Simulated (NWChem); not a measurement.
Species: AlHOCl2; SMILES [OH][Al]([Cl])[Cl]

```xyz
5

Al     0.0571     0.0000     0.4124
Cl    -1.8217     0.0000    -0.5296
Cl     1.8088     0.0000    -0.7321
O      0.2286     0.0000     2.1075
H     -0.5327     0.0000     2.7091
```
Atoms are numbered in this order, from 1.

Results from NWChem. Pople sets run with spherical d functions. Coordinates come from a PBE-D3(BJ)/def2-SVP optimisation. Atomic charges in e: unrestrained fits to the electrostatic potential beside Mulliken populations; buried atoms are poorly determined by the fit.

For level Hartree-Fock/6-31G*:

| Quantity | Value |
|---|---|
| ESP Al1 | 1.11 |
| Mulliken Al1 | 1.09 |
| ESP O4 | -0.82 |
| Mulliken O4 | -0.92 |

Problem. What are these values for level B3LYP/def2-SVP?

Solution. 
| Item | Value |
|---|---|
| ESP Al1 | 0.85 |
| Mulliken Al1 | 0.77 |
| ESP O4 | -0.68 |
| Mulliken O4 | -0.44 |
